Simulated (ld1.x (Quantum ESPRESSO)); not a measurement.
Ranking RRKJ potentials for rhodium

All share these settings but for the change named:

ld1.x (Quantum ESPRESSO) 7.5 input, shortened:

```
&input
   title='Rh', zed=45., rel=1, dft='PBESOL', iswitch=3,
   config='[Kr] 4d8 5s1 5p0'
 /
 &inputp
   pseudotype=2, tm=.false., rho0=0.005, lloc=1,
   nlcc=.true.
 /
3
5S  1  0   1.00   0.00  2.70  2.70  0.0
4D  3  2   8.00   0.00  1.20  1.20  0.0
5P  2  1   0.00   0.00  4.20  4.20  0.0
 &test
   configts(1)='4d8 5s1 5p0'
 /
```

Cutoff: the first of the cutoffs (Ry, on a coarse ladder) from which the occupation-weighted sum of valence levels, in a spherical-Bessel basis at the reference potential, stays within 10 and 1 mRy of its value at 400 Ry; the density cutoff is not measured.

The base gives 100 Ry.

Of 5 variants that were run, those that failed, showed a ghost or another fault, or gave nearly equal values are left out.

A variant can come out equal or close to the base.

Q: Rank these variants from softest to hardest (loose cutoff).
A. wave 4d (bound): rc 1.20 bohr becomes 4d (bound): rc 0.78 bohr
B. wave 4d (bound): rc 1.20 bohr becomes 4d (bound): rc 0.96 bohr
C. wave 4d (bound): rc 1.20 bohr becomes 4d (bound): rc 1.76 bohr

A: C (50 Ry), B (110 Ry), A (300 Ry).
